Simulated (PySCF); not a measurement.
# Static response to an electric field

Compound: H9NS2Si4.
Structure used (GFN2-xTB), in Å, numbered top down from 1:
```xyz
16
H9NS2Si4 angstrom
N     -2.6227   -1.8111    0.9164
Si    -1.6496   -0.8817   -0.1524
S      0.2791   -1.8991   -0.1786
Si     1.3514   -0.2276    0.7779
Si     3.0854    0.5218   -0.5745
Si    -0.7068    0.8888    1.0370
S     -0.6181    2.8392    0.0664
H     -2.5048   -2.8121    0.9176
H     -3.5904   -1.5739    1.0584
H     -2.0948   -0.8226   -1.5468
H      1.7864   -0.8063    2.0567
H      3.6484   -0.5102   -1.4447
H      2.6164    1.6205   -1.4197
H      4.1588    1.0339    0.2811
H     -1.3052    1.2278    2.3376
H     -1.8409    3.2214    0.3911
```

Level: CAM-B3LYP/def2-SVPD (PySCF), static field, nuclei fixed, core orbitals frozen in the response. The polarisability tensor in these axes (au):

```
x   183.23   5.09  -7.44
y     5.09 170.85   1.87
z    -7.44   1.87 133.65
```

Question: Give the principal values, the mean and the anisotropy Δα = √{½[(α1 − α2)² + (α2 − α3)² + (α1 − α3)²]}.

Answer: Principal values 132.38, 169.50 and 185.85 au; mean 162.58 au = 24.09 Å³ = 26.81 × 10⁻⁴⁰ C²·m²/J; Δα = 47.46 au (29 % of the mean).

Question: What is the dipole moment, and where does it point?

Answer: (-2.03, -0.15, 0.90) D, 2.23 D in size, pointing from the negative to the positive side. Measured along this direction, the outermost atoms are H12 at the negative end and H9 at the positive end.

Question: What depolarisation ratio follows for Rayleigh scattering of linearly polarised light, taking the static tensor?

Answer: ρ = 3Δα²/(45ᾱ² + 4Δα²) = 6756.4/(1189417 + 9008.6) = 0.00564.

Question: Directions of the eigenvectors, and the extent of the frame along each?

Answer: Largest value along (0.94, 0.30, -0.12), where the nuclei span 8.21 Å; middle along (-0.29, 0.95, 0.11), 5.55 Å; least along (0.15, -0.07, 0.99), 4.14 Å. The response follows the extents in order.

Question: How large is μ²/3kT at 298 K beside α?

Answer: In Gaussian units μ²/3kT = 40.29 Å³ against 24.09 Å³, a ratio of 1.67; the Debye molar polarisation (4π/3)N_A(α + μ²/3kT) is 162.4 cm³/mol, leaving out the vibrational part.

Question: Form Σ f/ω² (atomic units) for the 8 lowest TDDFT singlets, given as eV and f, and set it beside the mean polarisability, which is this sum over all singlets: 4.71, 0.0214; 4.84, 0.0037; 5.20, 0.0246; 5.36, 0.0203; 5.49, 0.0233; 5.59, 0.0079; 5.65, 0.0345; 5.82, 0.0190.

Answer: They add up to 4.00 au, 2.5 % of the 162.58 au; the largest single term is 0.80 au, from the state at 5.65 eV. Terms in order: 0.71, 0.12, 0.68, 0.52, 0.57, 0.19, 0.80, 0.41 au. Higher excitations give the rest. The strengths listed sum to 0.155.

Isolated species at its GFN2-xTB geometry (one conformer only).
